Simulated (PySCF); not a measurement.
Input for PySCF: D3(BJ) and D4 dispersion corrections on BClH2O (SMILES OBCl), a point of a torsion scan.

```python
from pyscf import gto
from pyscf.dispersion import dftd3, dftd4

mol = gto.M(
    atom='''
    O    -0.93184989   -0.18333631   -0.41129454
    B     0.36695154    0.09458096   -0.29235912
    Cl    1.32668742   -0.03572174   -1.70487375
    H    -1.41689580   -0.53176858    0.33442425
    H     0.89852500    0.33814260    0.73222102
    ''',
    basis='def2-svp',
    charge=0, spin=0, verbose=0, max_memory=1800)
d3, d4 = {}, {}
for xc in ['hf', 'pbe', 'blyp', 'revpbe', 'tpss', 'r2scan', 'b3lyp', 'pbe0', 'bhlyp', 'camb3lyp', 'b2plyp']:
    d3[xc] = float(dftd3.DFTD3Dispersion(mol, xc=xc, version='d3bj', atm=False).get_dispersion()['energy'])
    print(f'D3(BJ) {xc:10s} {d3[xc]:14.8f} Eh')
for xc in ['hf', 'pbe', 'blyp', 'revpbe', 'tpss', 'r2scan', 'b3lyp', 'pbe0', 'bhlyp', 'camb3lyp', 'b2plyp']:
    d4[xc] = float(dftd4.DFTD4Dispersion(mol, xc={'camb3lyp': 'cam-b3lyp'}.get(xc, xc), atm=True).get_dispersion()['energy'])
    print(f'D4     {xc:10s} {d4[xc]:14.8f} Eh')
```

Output:

```
D3(BJ) hf            -0.02297006 Eh
D3(BJ) pbe           -0.00248235 Eh
D3(BJ) blyp          -0.00545968 Eh
D3(BJ) revpbe        -0.00647192 Eh
D3(BJ) tpss          -0.00313069 Eh
D3(BJ) r2scan        -0.00063649 Eh
D3(BJ) b3lyp         -0.00445770 Eh
D3(BJ) pbe0          -0.00212461 Eh
D3(BJ) bhlyp         -0.00354023 Eh
D3(BJ) camb3lyp      -0.00190817 Eh
D3(BJ) b2plyp        -0.00206944 Eh
D4     hf            -0.00956288 Eh
D4     pbe           -0.00241969 Eh
D4     blyp          -0.00555499 Eh
D4     revpbe        -0.00821098 Eh
D4     tpss          -0.00328856 Eh
D4     r2scan        -0.00054146 Eh
D4     b3lyp         -0.00395582 Eh
D4     pbe0          -0.00199841 Eh
D4     bhlyp         -0.00289464 Eh
D4     camb3lyp      -0.00200249 Eh
D4     b2plyp        -0.00166784 Eh
```

The run finished.

Cost: around 0.020 core-seconds (rough).
